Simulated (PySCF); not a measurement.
Compound: 3-pentyl acetate, C7H14O2.
Atom-mapped SMILES: `[CH3:1][CH2:2][CH:3]([CH2:4][CH3:5])[O:6][C:7]([CH3:8])=[O:9]` (hydrogens: H10, H11, H12 on C1; H13, H14 on C2; H15 on C3; H16, H17 on C4; H18, H19, H20 on C5; H21, H22, H23 on C8)

The same species was optimised twice, with GFN2-xTB and with PBE0-D3(BJ)/def2-SVP (PySCF), and the same property calculations (PySCF, gas phase) were run on both structures.

| coordinate | GFN2-xTB | PBE0-D3(BJ)/def2-SVP | change |
| --- | --- | --- | --- |
| C3–C4 (Å) | 1.531 | 1.519 | -0.012 |
| C2–C3 (Å) | 1.530 | 1.520 | -0.010 |
| O6–C7 (Å) | 1.333 | 1.341 | +0.008 |
| C7–C8 (Å) | 1.509 | 1.502 | -0.007 |
| C1–C2 (Å) | 1.524 | 1.519 | -0.005 |
| C4–C5 (Å) | 1.524 | 1.519 | -0.005 |
| C3–O6 (Å) | 1.435 | 1.437 | +0.002 |
| C7=O9 (Å) | 1.203 | 1.203 | 0.000 |
| C3–C4–C5 (°) | 112.0 | 113.7 | +1.7 |
| C1–C2–C3 (°) | 112.2 | 113.7 | +1.5 |
| C2–C3–C4 (°) | 112.0 | 113.4 | +1.4 |
| C4–C3–O6 (°) | 108.9 | 108.2 | -0.7 |
| O6–C7–O9 (°) | 124.9 | 124.4 | -0.5 |
| C3–O6–C7 (°) | 118.5 | 118.9 | +0.4 |
| C2–C3–O6 (°) | 108.5 | 108.1 | -0.4 |
| C8–C7–O9 (°) | 124.7 | 125.0 | +0.3 |
| C1–C2–C3–C4 (°) | 177 | 178 | +1 |
| C2–C3–C4–C5 (°) | -177 | -179 | -2 |
| C2–C3–O6–C7 (°) | 124 | 118 | -6 |
| C3–O6–C7–C8 (°) | 180 | -179 | +1 |

Rotational constants: A = 1652, B = 1396, C = 910.0 MHz (GFN2-xTB) against A = 1636, B = 1408, C = 909.3 MHz (PBE0-D3(BJ)/def2-SVP).

On the GFN2-xTB structure: HOMO (eV) -7.86 [PBE0/pcSseg-1]; LUMO (eV) 0.51 [PBE0/pcSseg-1]; dipole (D) 2.01 [PBE0/pcSseg-1]; GIAO shielding of C1/C5 (mean) (ppm) 173.8 [PBE0/pcSseg-1]; GIAO shielding of C2/C4 (mean) (ppm) 153.1 [PBE0/pcSseg-1]; GIAO shielding of C3 (ppm) 109.5 [PBE0/pcSseg-1]; GIAO shielding of O6 (ppm) 109.3 [PBE0/pcSseg-1]; GIAO shielding of C7 (ppm) 10.5 [PBE0/pcSseg-1]; GIAO shielding of C8 (ppm) 163.3 [PBE0/pcSseg-1]; GIAO shielding of O9 (ppm) -105.1 [PBE0/pcSseg-1].

What do these properties become on the PBE0-D3(BJ)/def2-SVP structure?

```tsv
property	level	on GFN2-xTB	on PBE0-D3(BJ)/def2-SVP	change
HOMO (eV)	PBE0/pcSseg-1	-7.86	-7.87	-0.01
LUMO (eV)	PBE0/pcSseg-1	0.51	0.47	-0.04
dipole (D)	PBE0/pcSseg-1	2.01	1.99	-0.02
energy, GFN2-xTB geometry as zero (kcal/mol)	PBE0/pcSseg-1	0.0	-0.7	-0.7
GIAO shielding of C1/C5 (mean) (ppm)	PBE0/pcSseg-1	173.8	172.1	-1.7
GIAO shielding of C2/C4 (mean) (ppm)	PBE0/pcSseg-1	153.1	152.7	-0.4
GIAO shielding of C3 (ppm)	PBE0/pcSseg-1	109.5	110.9	+1.4
GIAO shielding of O6 (ppm)	PBE0/pcSseg-1	109.3	106.3	-3.0
GIAO shielding of C7 (ppm)	PBE0/pcSseg-1	10.5	10.3	-0.2
GIAO shielding of C8 (ppm)	PBE0/pcSseg-1	163.3	162.3	-1.0
GIAO shielding of O9 (ppm)	PBE0/pcSseg-1	-105.1	-106.0	-0.9
```

The heavy atoms differ by 0.053 Å rms after alignment. Among bonds between heavy atoms C3–C4 changes most (-0.012 Å). Changes are differences of the printed values. Neither structure is proved a minimum here.

Conformer computed: `[CH3:1][CH2:2][CH:3]([CH2:4][CH3:5])[O:6][C:7]([CH3:8])=[O:9]`: C1–C2–C3–C4 178°, C2–C3–C4–C5 -179°, C2–C3–O6–C7 118°, C3–O6–C7–C8 -179°.
